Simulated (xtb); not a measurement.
C3H7Si, doublet, at a GFN2-xTB geometry; GFN1-xTB run with xtb.

xtb was given this input:
```
$ xtb mol.xyz --gfn 1 --uhf 1 --acc 1000 --json

# file mol.xyz
11

C      0.07166054    -1.07389880     0.75107332
C      1.21647703    -0.21911639     0.17752608
Si    -0.07160241     0.97363099    -0.59501866
C     -1.14255145    -0.50388412    -0.00456330
H     -0.03171157    -0.90288341     1.82284416
H      0.21309311    -2.14337808     0.59131516
H      1.82583574    -0.77478368    -0.53242339
H      1.88638902     0.18932069     0.93237250
H     -0.27982443     2.23653886     0.12751811
H     -1.99632117    -0.27937673     0.63267274
H     -1.48854371    -1.17487564    -0.78825468
```

Output, abridged:

```
   ID    Z sym.   atoms
    1    6 C      1, 2, 4
    2   14 Si     3
    3    1 H      5-11

           -------------------------------------------------
          |                Calculation Setup                |
           -------------------------------------------------

molecular fragmentation (1/2 indicates fragments):
11111211211
# atoms in fragment 1/2:     9     2
 fragment masses (1/2) :       69.16        2.02
CMA distance (Bohr)    :   0.778
constraining FC (au)   :  0.0500

           -------------------------------------------------
          |                 G F N 1 - x T B                 |
           -------------------------------------------------

          ...................................................
          :                      SETUP                      :
          :.................................................:
          :  # basis functions                  36          :
          :  # atomic orbitals                  35          :
          :  # shells                           23          :
          :  # electrons                        23          :
          :  # halogen bonds                     0          :
          :  max. iterations                   250          :
          :  Hamiltonian                  GFN1-xTB          :
          :  restarted?                      false          :
          :  GBSA solvation                  false          :
          :  PC potential                    false          :
          :  electronic temp.          300.0000000     K    :
          :  accuracy                 1000.0000000          :
          :  -> integral cutoff          0.2000000E+02      :
          :  -> integral neglect         0.1000000E-04      :
          :  -> SCF convergence          0.1000000E-02 Eh   :
          :  -> wf. convergence          0.2000000E-01 e    :
          :  Broyden damping             0.4000000          :
          :  net charge                          0          :
          :  unpaired electrons                  1          :
          ...................................................

 iter      E             dE          RMSdq      gap      omega  full diag
   1    -11.9883666 -0.119884E+02  0.771E+00    3.18       0.0  T
   2    -12.0052629 -0.168963E-01  0.476E+00    3.15       1.0  T
   3    -12.0050852  0.177688E-03  0.341E-01    3.09       1.0  T
   4    -12.0060135 -0.928371E-03  0.896E-02    3.13       1.0  T
[...]
         :: total energy             -11.857063826520 Eh    ::
[...]
                  HL-Gap            0.1148822 Eh            3.1261 eV
             Fermi-level           -0.3172268 Eh           -8.6322 eV

  Mulliken/CM5 charges         n(s)   n(p)   n(d)
     1C    -0.00717 -0.10637   1.019  2.988  0.000
     2C    -0.15169 -0.22296   1.035  3.117  0.000
     3Si    0.17467 -0.00356   1.477  1.905  0.444
     4C    -0.15169 -0.22296   1.035  3.117  0.000
     5H     0.02378  0.07966   0.976  0.000  0.000
     6H     0.02189  0.07639   0.978  0.000  0.000
     7H     0.03680  0.09359   0.963  0.000  0.000
     8H     0.03853  0.09461   0.961  0.000  0.000
     9H    -0.06046  0.02342   1.060  0.000  0.000
    10H     0.03853  0.09461   0.961  0.000  0.000
    11H     0.03680  0.09359   0.963  0.000  0.000

Wiberg/Mayer (AO) data.
largest (>0.10) Wiberg bond orders for each atom

 ---------------------------------------------------------------------------
     #   Z sym  total        # sym  WBO       # sym  WBO       # sym  WBO
 ---------------------------------------------------------------------------
     1   6 C    3.997 --     5 H    0.979     6 H    0.977     2 C    0.968
                             4 C    0.968     3 Si   0.100
     2   6 C    3.958 --     3 Si   1.022     1 C    0.968     8 H    0.950
                             7 H    0.947
     3  14 Si   3.267 --     4 C    1.022     2 C    1.022     9 H    0.944
                             1 C    0.100
     4   6 C    3.958 --     3 Si   1.022     1 C    0.968    10 H    0.950
                            11 H    0.947
     5   1 H    1.007 --     1 C    0.979
     6   1 H    1.008 --     1 C    0.977
     7   1 H    1.010 --     2 C    0.947
     8   1 H    1.002 --     2 C    0.950
     9   1 H    1.013 --     3 Si   0.944
    10   1 H    1.002 --     4 C    0.950
    11   1 H    1.010 --     4 C    0.947
 ---------------------------------------------------------------------------

Topologies differ in total number of bonds
Writing topology from bond orders to xtbtopo.mol

 dipole moment from electron density (au)
     X       Y       Z
   0.0031  -0.1290   0.1620  total (Debye):    0.527

           -------------------------------------------------
          | TOTAL ENERGY              -11.857063826520 Eh   |
          | GRADIENT NORM               0.031433729142 Eh/α |
          | HOMO-LUMO GAP               3.126102789885 eV   |
           -------------------------------------------------

normal termination of xtb
```
